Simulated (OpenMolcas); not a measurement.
# Ru5+: moving or changing the point charges

Ru5+ among 5 point charges of -2 e arranged as a trigonal bipyramid (D3h), 1.83 Å from the ion, with the axial distance 2.050 Å.
```
   1.8300    0.0000    0.0000  -2.00
  -0.9150    1.5848    0.0000  -2.00
  -0.9150   -1.5848    0.0000  -2.00
   0.0000    0.0000    2.0496  -2.00
   0.0000    0.0000   -2.0496  -2.00
```

* Program: OpenMolcas 26.06
* Method: CASSCF
* Basis: ANO-RCC-VDZP [6s5p3d1f]
* Scalar Hamiltonian: DKH2, point nucleus
* Active space: 3 electrons in 5 orbitals (4d)
* State averaging: 2S+1 = 4 even, 10 roots; 2S+1 = 2 even, 40 roots
* Spin-orbit coupling: RASSI with atomic mean-field integrals over the reference wave functions

Runs around this geometry, states (labels of D3, the rotations of D3h). Energies in cm-1 above the lowest state or level, χT in cm3 K/mol.

```tsv
R (Å)	q (e)	Axial / equatorial distance	Ground state	First state of that spin	First gap with spin-orbit (degeneracies)	χT at 300 K	First state of another spin
1.83	-1.3	1.12	4E	4E 3274	465.7 (2, 2)	0.320	2E 17433
1.66	-2	1.12	4E	4E 7473	708.8 (2, 2)	0.409	2E 16303
1.83	-2	1.12	4E	4E 4881	607.2 (2, 2)	0.367	2E 17220
1.92	-2	1.12	4E	4E 3924	532.4 (2, 2)	0.343	2E 17408
1.83	-2	1.21	4E	4A2 4219	479.9 (2, 2)	0.357	2E 16190
```

Taking the first state of the same spin as R^-n, n = -ln(3924 / 7473) / ln(1.92 / 1.66) = 4.4 between the shortest and longest distance.

Scaling the charges by -1.3 / -2 = 0.65 scales the first state of the same spin by 3274 / 4881 = 0.67; with fixed orbitals a first-order splitting would follow the charge.

An orbital doublet at a regular site is open to a Jahn-Teller distortion, which this geometry leaves out. Without dynamic correlation the repulsion within the d shell is too large (B by tens of per cent), so at a given field states of lower spin stand too high. This is an electrostatic model: the charges have no orbitals. No measured value stands beside these numbers.
